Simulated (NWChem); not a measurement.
# Total energies of boron oxyfluoride (BFO)

```
B
O 1 1.2051
F 1 1.2827 2 180.00
```
Charge 0, spin multiplicity 1.

Program: NWChem. All single points use one geometry, from PBE0/def2-SVP, a minimum by its harmonic frequencies.

Basis set: cc-pVTZ (90 functions).

```json
[
 {"method": "RHF", "total energy (Ha)": "-199.15558"},
 {"method": "MP2", "total energy (Ha)": "-199.72608"},
 {"method": "B2PLYP", "total energy (Ha)": "-199.96627"},
 {"method": "PBE", "total energy (Ha)": "-199.87144"},
 {"method": "B3LYP", "total energy (Ha)": "-200.08701"},
 {"method": "CAM-B3LYP", "total energy (Ha)": "-200.02258"},
 {"method": "CCSD(T)", "total energy (Ha)": "-199.74384"}
]
```

Total energies of different functionals aren't comparable as a measure of quality: only differences taken within one method are. 

The correlated methods keep 3 core orbitals frozen. B3LYP has NWChem's definition, with VWN1-RPA local correlation. Coupled-cluster values serve here as a point of comparison, not as the truth.
